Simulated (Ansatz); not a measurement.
GeH3F (fluorogermane): the energy, rung by rung

The species is GeH3F (5 atoms), meant as a singlet with charge 0. SMILES: `[F][GeH3]`. The coordinates come from a PBE0-D4/def2-TZVP relaxation.

```xyz
5

F    -1.0465    0.4743    1.1622
Ge    0.0682   -0.0416   -0.0728
H     1.3310   -0.5120    0.6586
H    -0.6278   -1.1780   -0.8312
H     0.3251    1.1836   -0.9581
```

Each level gives the energy change with the Ge2–H3 bond stretched from 1.533 to 1.917 Å (eV). The values are calculated.

```json
{"level": "BLYP/STO-3G (restricted)", "kind": "GGA", "program": "Ansatz", "value (eV)": "1.24", "less FCI/STO-3G": "+0.03", "CPU time (all runs)": "2.6 s"}
{"level": "revPBE/STO-3G (restricted)", "kind": "GGA", "program": "Ansatz", "value (eV)": "1.22", "less FCI/STO-3G": "+0.01", "CPU time (all runs)": "2.5 s"}
{"level": "BHLYP/STO-3G (restricted)", "kind": "global hybrid", "program": "Ansatz", "value (eV)": "1.48", "less FCI/STO-3G": "+0.27", "CPU time (all runs)": "2.6 s"}
{"level": "wB97M-V/STO-3G (restricted)", "kind": "range-separated hybrid", "program": "Ansatz", "value (eV)": "1.45", "less FCI/STO-3G": "+0.24", "CPU time (all runs)": "38 s"}
{"level": "B2PLYP/STO-3G (restricted)", "kind": "double hybrid", "program": "Ansatz", "value (eV)": "1.38", "less FCI/STO-3G": "+0.17", "CPU time (all runs)": "3.8 s"}
{"level": "MP2/STO-3G (restricted)", "kind": "perturbation theory", "program": "Ansatz", "value (eV)": "1.40", "less FCI/STO-3G": "+0.19", "CPU time (all runs)": "0.36 s"}
{"level": "CCSDT/STO-3G (restricted)", "kind": "coupled cluster or CI", "program": "Ansatz", "value (eV)": "1.21", "less FCI/STO-3G": "0.00", "CPU time (all runs)": "1.1 s"}
{"level": "CCSDTQ/STO-3G (restricted)", "kind": "coupled cluster or CI", "program": "Ansatz", "value (eV)": "1.21", "less FCI/STO-3G": "0.00", "CPU time (all runs)": "40 s"}
{"level": "FCI/STO-3G", "kind": "exact in the basis", "program": "Ansatz", "value (eV)": "1.21", "less FCI/STO-3G": "0.00", "CPU time (all runs)": "26 s"}
```

FCI/STO-3G is exact within its basis and frozen core, so for wave-function methods in that basis the difference is their error; functionals converge differently with the basis, so for them it is only a difference. All-electron rows without a relativistic Hamiltonian named are non-relativistic. The first shape isn't each level's own minimum. The values span 1.21 to 1.48 eV. All rows use very small basis sets, so even the best lies far from the true value. In the correlated wave-function rows the outer d shell of Ge is correlated, in sets not made for it. Times are those of the runs behind each value, whatever else they computed, on shared processors of several kinds: orders of magnitude only.
